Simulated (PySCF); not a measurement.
Mo(NMe)(S)(F)(NH2) (CH₅FMoN₂S), SMILES C[N]=[Mo]([NH2])([F])=[S], multiplicity 1. Coordinates come from a PBE-D3(BJ)/def2-SVP optimisation. The spin state was assumed, not searched. The def2 effective core potentials stand for the cores of Mo; spin–orbit coupling is left out. One conformer was computed; it need not be the lowest.

Give the equilibrium geometry at PBE-D3(BJ)/def2-SVP (PySCF confirms it by a frequency run) as Cartesian coordinates in Å. (Estimate from the structure and the level; the computed values follow.)

This is not unique; one that fits is 
```xyz
11

Mo    -0.1844     0.1848     0.1886
N     -0.5538    -0.8074    -1.1840
C     -0.2770    -1.6033    -2.3289
H      0.8155    -1.7992    -2.4246
H     -0.8028    -2.5810    -2.2538
H     -0.6328    -1.1008    -3.2552
S      1.9458     0.1864     0.4440
F     -0.8591     1.9173    -0.0831
N     -1.0203    -0.7292     1.6700
H     -1.6546    -1.5289     1.5876
H     -0.6988    -0.6117     2.6376
```
